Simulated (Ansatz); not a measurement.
A first, cheap relaxation of CH₆GaNOSi (`O/[C]([GaH2])=N/[SiH3]`).

```yaml
crystal:
  periodic: [false, false, false]
  atoms:
    - {symbol: O, position_ang: [-1.776900, 1.019000, -1.227300]}
    - {symbol: C, position_ang: [-0.770900, 0.463400, -0.564000]}
    - {symbol: Ga, position_ang: [0.996200, 0.586300, -1.365700]}
    - {symbol: N, position_ang: [-0.894000, -0.138500, 0.550800]}
    - {symbol: Si, position_ang: [0.403300, -0.920300, 1.395300]}
    - {symbol: H, position_ang: [-2.768400, 1.043800, -0.871000]}
    - {symbol: H, position_ang: [1.406200, 1.331700, -1.038100]}
    - {symbol: H, position_ang: [1.142900, -0.093500, -1.891400]}
    - {symbol: H, position_ang: [-0.082200, -1.526100, 2.691000]}
    - {symbol: H, position_ang: [1.406000, 0.111400, 1.769700]}
    - {symbol: H, position_ang: [1.003100, -1.934300, 0.571000]}
basis:
  gaussian: {orbitals: def2-SVP}
hamiltonian: {xc: pbe, dispersion: d4}
relax: {f_tol: 0.03, max_steps: 200}
```

```sh
$ ansatz run in.yaml --threads 4 --pin off --events-out ev --progress --plain --max-ram 10444MiB
```

It prints (some lines left out):

```
Functional definition: PBE
mean field -64875.24370731 eV, -2384.1212322240 hartree, gradient 2.0e-5 eV, S^2 0.000000; 0 other end points of the search recorded, 0 dependent functions left out
relax step   1: F+E_penalty+E_count = -64875.54179388 eV  Δ(F+E_penalty+E_count) = +0.000e0 eV  max|allowed force component| = 4.593e1 eV/Å  Δτ_max = 0.0000 Å  (30 SCF iters, accepted)
mean field -64889.39701069 eV, -2384.6413565298 hartree, gradient 1.6e-5 eV, S^2 0.000000; 0 other end points of the search recorded, 0 dependent functions left out
relax step   2: F+E_penalty+E_count = -64889.69057666 eV  Δ(F+E_penalty+E_count) = -1.415e1 eV  max|allowed force component| = 1.629e1 eV/Å  Δτ_max = 0.1950 Å  (36 SCF iters, accepted)
mean field -64894.52295694 eV, -2384.8297315799 hartree, gradient 1.7e-5 eV, S^2 0.000000; 0 other end points of the search recorded, 0 dependent functions left out
relax step   3: F+E_penalty+E_count = -64894.80912662 eV  Δ(F+E_penalty+E_count) = -5.119e0 eV  max|allowed force component| = 6.532e0 eV/Å  Δτ_max = 0.1987 Å  (36 SCF iters, accepted)
mean field -64896.24081236 eV, -2384.8928616024 hartree, gradient 1.7e-5 eV, S^2 0.000000; 0 other end points of the search recorded, 0 dependent functions left out
relax step   4: F+E_penalty+E_count = -64896.52157465 eV  Δ(F+E_penalty+E_count) = -1.712e0 eV  max|allowed force component| = 1.375e0 eV/Å  Δτ_max = 0.1964 Å  (38 SCF iters, accepted)
mean field -64896.51384442 eV, -2384.9028953453 hartree, gradient 1.2e-5 eV, S^2 0.000000; 0 other end points of the search recorded, 0 dependent functions left out
relax step   5: F+E_penalty+E_count = -64896.79133458 eV  Δ(F+E_penalty+E_count) = -2.698e-1 eV  max|allowed force component| = 5.858e-1 eV/Å  Δτ_max = 0.1948 Å  (31 SCF iters, accepted)
mean field -64896.56082701 eV, -2384.9046219236 hartree, gradient 1.1e-5 eV, S^2 0.000000; 0 other end points of the search recorded, 0 dependent functions left out
relax step   6: F+E_penalty+E_count = -64896.83635825 eV  Δ(F+E_penalty+E_count) = -4.502e-2 eV  max|allowed force component| = 4.502e-1 eV/Å  Δτ_max = 0.2000 Å  (30 SCF iters, accepted)
mean field -64896.57687367 eV, -2384.9052116275 hartree, gradient 2.1e-5 eV, S^2 0.000000; 0 other end points of the search recorded, 0 dependent functions left out
relax step   7: F+E_penalty+E_count = -64896.85089989 eV  Δ(F+E_penalty+E_count) = -1.454e-2 eV  max|allowed force component| = 2.982e-1 eV/Å  Δτ_max = 0.0534 Å  (30 SCF iters, accepted)
mean field -64896.59066706 eV, -2384.9057185254 hartree, gradient 1.9e-5 eV, S^2 0.000000; 0 other end points of the search recorded, 0 dependent functions left out
relax step   8: F+E_penalty+E_count = -64896.86283629 eV  Δ(F+E_penalty+E_count) = -1.194e-2 eV  max|allowed force component| = 1.696e-1 eV/Å  Δτ_max = 0.0414 Å  (30 SCF iters, accepted)
mean field -64896.60467400 eV, -2384.9062332708 hartree, gradient 7.3e-6 eV, S^2 0.000000; 0 other end points of the search recorded, 0 dependent functions left out
relax step   9: F+E_penalty+E_count = -64896.87353290 eV  Δ(F+E_penalty+E_count) = -1.070e-2 eV  max|allowed force component| = 1.958e-1 eV/Å  Δτ_max = 0.0954 Å  (32 SCF iters, accepted)
mean field -64896.61159386 eV, -2384.9064875710 hartree, gradient 7.6e-6 eV, S^2 0.000000; 0 other end points of the search recorded, 0 dependent functions left out
relax step  10: F+E_penalty+E_count = -64896.87814056 eV  Δ(F+E_penalty+E_count) = -4.608e-3 eV  max|allowed force component| = 1.540e-1 eV/Å  Δτ_max = 0.0899 Å  (31 SCF iters, accepted)
mean field -64896.61436671 eV, -2384.9065894714 hartree, gradient 2.1e-5 eV, S^2 0.000000; 0 other end points of the search recorded, 0 dependent functions left out
relax step  11: F+E_penalty+E_count = -64896.88005706 eV  Δ(F+E_penalty+E_count) = -1.916e-3 eV  max|allowed force component| = 9.212e-2 eV/Å  Δτ_max = 0.0500 Å  (31 SCF iters, accepted)
mean field -64896.61491864 eV, -2384.9066097544 hartree, gradient 1.6e-5 eV, S^2 0.000000; 0 other end points of the search recorded, 0 dependent functions left out
relax step  12: F+E_penalty+E_count = -64896.88084441 eV  Δ(F+E_penalty+E_count) = -7.874e-4 eV  max|allowed force component| = 7.549e-2 eV/Å  Δτ_max = 0.0528 Å  (30 SCF iters, accepted)
mean field -64896.61536298 eV, -2384.9066260836 hartree, gradient 1.7e-5 eV, S^2 0.000000; 0 other end points of the search recorded, 0 dependent functions left out
relax step  13: F+E_penalty+E_count = -64896.88131380 eV  Δ(F+E_penalty+E_count) = -4.694e-4 eV  max|allowed force component| = 3.311e-2 eV/Å  Δτ_max = 0.0101 Å  (32 SCF iters, accepted)
mean field -64896.62297421 eV, -2384.9069057913 hartree, gradient 8.1e-6 eV, S^2 0.000000; 0 other end points of the search recorded, 0 dependent functions left out
relax step  14: F+E_penalty+E_count = -64896.88975791 eV  Δ(F+E_penalty+E_count) = -8.444e-3 eV  max|allowed force component| = 4.669e-2 eV/Å  Δτ_max = 0.1976 Å  (30 SCF iters, accepted)
mean field -64896.62512510 eV, -2384.9069848350 hartree, gradient 1.6e-5 eV, S^2 0.000000; 0 other end points of the search recorded, 0 dependent functions left out
relax step  15: F+E_penalty+E_count = -64896.89213780 eV  Δ(F+E_penalty+E_count) = -2.380e-3 eV  max|allowed force component| = 5.241e-2 eV/Å  Δτ_max = 0.0383 Å  (31 SCF iters, accepted)
mean field -64896.63375560 eV, -2384.9073020001 hartree, gradient 2.1e-5 eV, S^2 0.000000; 0 other end points of the search recorded, 0 dependent functions left out
relax step  16: F+E_penalty+E_count = -64896.90196335 eV  Δ(F+E_penalty+E_count) = -9.826e-3 eV  max|allowed force component| = 2.097e-1 eV/Å  Δτ_max = 0.1951 Å  (30 SCF iters, accepted)
mean field -64896.64137612 eV, -2384.9075820490 hartree, gradient 1.7e-5 eV, S^2 0.000000; 0 other end points of the search recorded, 0 dependent functions left out
relax step  17: F+E_penalty+E_count = -64896.91056877 eV  Δ(F+E_penalty+E_count) = -8.605e-3 eV  max|allowed force component| = 3.587e-1 eV/Å  Δτ_max = 0.1847 Å  (30 SCF iters, accepted)
mean field -64896.66059585 eV, -2384.9082883610 hartree, gradient 1.6e-5 eV, S^2 0.000000; 0 other end points of the search recorded, 0 dependent functions left out
relax step  18: F+E_penalty+E_count = -64896.93048673 eV  Δ(F+E_penalty+E_count) = -1.992e-2 eV  max|allowed force component| = 3.372e-1 eV/Å  Δτ_max = 0.1249 Å  (30 SCF iters, accepted)
mean field -64896.69214513 eV, -2384.9094477757 hartree, gradient 1.8e-5 eV, S^2 0.000000; 0 other end points of the search recorded, 0 dependent functions left out
relax step  19: F+E_penalty+E_count = -64896.96525846 eV  Δ(F+E_penalty+E_count) = -3.477e-2 eV  max|allowed force component| = 2.824e-1 eV/Å  Δτ_max = 0.1982 Å  (30 SCF iters, accepted)
mean field -64896.72781166 eV, -2384.9107584964 hartree, gradient 2.2e-5 eV, S^2 0.000000; 0 other end points of the search recorded, 0 dependent functions left out
relax step  20: F+E_penalty+E_count = -64897.00355313 eV  Δ(F+E_penalty+E_count) = -3.829e-2 eV  max|allowed force component| = 2.652e-1 eV/Å  Δτ_max = 0.1967 Å  (29 SCF iters, accepted)
mean field -64896.76280556 eV, -2384.9120444985 hartree, gradient 7.7e-6 eV, S^2 0.000000; 0 other end points of the search recorded, 0 dependent functions left out
relax step  21: F+E_penalty+E_count = -64897.04174544 eV  Δ(F+E_penalty+E_count) = -3.819e-2 eV  max|allowed force component| = 2.652e-1 eV/Å  Δτ_max = 0.1988 Å  (30 SCF iters, accepted)
mean field -64896.78718404 eV, -2384.9129403913 hartree, gradient 6.9e-6 eV, S^2 0.000000; 0 other end points of the search recorded, 0 dependent functions left out
relax step  22: F+E_penalty+E_count = -64897.06886893 eV  Δ(F+E_penalty+E_count) = -2.712e-2 eV  max|allowed force component| = 2.975e-1 eV/Å  Δτ_max = 0.1939 Å  (31 SCF iters, accepted)
mean field -64896.78822912 eV, -2384.9129787974 hartree, gradient 6.6e-6 eV, S^2 0.000000; 0 other end points of the search recorded, 0 dependent functions left out
relax step  23: F+E_penalty+E_count = -64897.07200242 eV  Δ(F+E_penalty+E_count) = -3.133e-3 eV  max|allowed force component| = 4.975e-1 eV/Å  Δτ_max = 0.2000 Å  (31 SCF iters, accepted)
mean field -64896.80098134 eV, -2384.9134474325 hartree, gradient 1.8e-5 eV, S^2 0.000000; 0 other end points of the search recorded, 0 dependent functions left out
relax step  24: F+E_penalty+E_count = -64897.08384766 eV  Δ(F+E_penalty+E_count) = -1.185e-2 eV  max|allowed force component| = 9.966e-2 eV/Å  Δτ_max = 0.0602 Å  (30 SCF iters, accepted)
mean field -64896.80388590 eV, -2384.9135541733 hartree, gradient 1.7e-5 eV, S^2 0.000000; 0 other end points of the search recorded, 0 dependent functions left out
relax step  25: F+E_penalty+E_count = -64897.08646513 eV  Δ(F+E_penalty+E_count) = -2.617e-3 eV  max|allowed force component| = 6.457e-2 eV/Å  Δτ_max = 0.0393 Å  (31 SCF iters, accepted)
mean field -64896.80438196 eV, -2384.9135724032 hartree, gradient 1.6e-5 eV, S^2 0.000000; 0 other end points of the search recorded, 0 dependent functions left out
relax step  26: F+E_penalty+E_count = -64897.08693725 eV  Δ(F+E_penalty+E_count) = -4.721e-4 eV  max|allowed force component| = 6.751e-2 eV/Å  Δτ_max = 0.0211 Å  (30 SCF iters, accepted)
mean field -64896.80457598 eV, -2384.9135795334 hartree, gradient 1.7e-5 eV, S^2 0.000000; 0 other end points of the search recorded, 0 dependent functions left out
relax step  27: F+E_penalty+E_count = -64897.08707640 eV  Δ(F+E_penalty+E_count) = -1.391e-4 eV  max|allowed force component| = 9.241e-3 eV/Å  Δτ_max = 0.0110 Å  (32 SCF iters, accepted)
mean field -64896.80457598 eV, -2384.9135795334 hartree, gradient 1.8e-5 eV, S^2 0.000000; 1 other end points of the search recorded, 0 dependent functions left out
Total energy: -64897.08712153 eV, -2384.9239628907 hartree
Atom 0 at    -1.868971     0.942704    -1.247372 Å, force     0.009241     0.001090    -0.002224 eV/Å
Atom 1 at    -0.893193     0.383703    -0.508217 Å, force    -0.007239    -0.001404     0.001621 eV/Å
Atom 2 at     1.023092     0.780357    -1.064665 Å, force    -0.004921     0.000164     0.000018 eV/Å
Atom 3 at    -1.192618    -0.367952     0.503085 Å, force     0.004318     0.000481    -0.000419 eV/Å
Atom 4 at     0.210223    -0.991815     1.324228 Å, force    -0.002744     0.001269    -0.002521 eV/Å
Atom 5 at    -2.721619     0.647358    -0.842499 Å, force     0.000857    -0.001559     0.002165 eV/Å
Atom 6 at     1.695534     2.105018    -0.533530 Å, force    -0.000114    -0.000529     0.000192 eV/Å
Atom 7 at     1.675584    -0.126226    -2.178989 Å, force     0.000037     0.001345    -0.000147 eV/Å
Atom 8 at     0.345160    -0.516656     2.740694 Å, force     0.000998     0.000132    -0.000398 eV/Å
Atom 9 at     1.455750    -0.428272     0.566789 Å, force    -0.000471    -0.001123     0.000336 eV/Å
Atom 10 at     0.336356    -2.485320     1.260776 Å, force     0.000037     0.000133     0.001377 eV/Å
Dipole moment:    -0.084605    -0.096483     0.131310 e Å
```

Run time 40 s (4 threads of an Arm Neoverse V2 on a shared host); peak host memory 0.2 GiB.
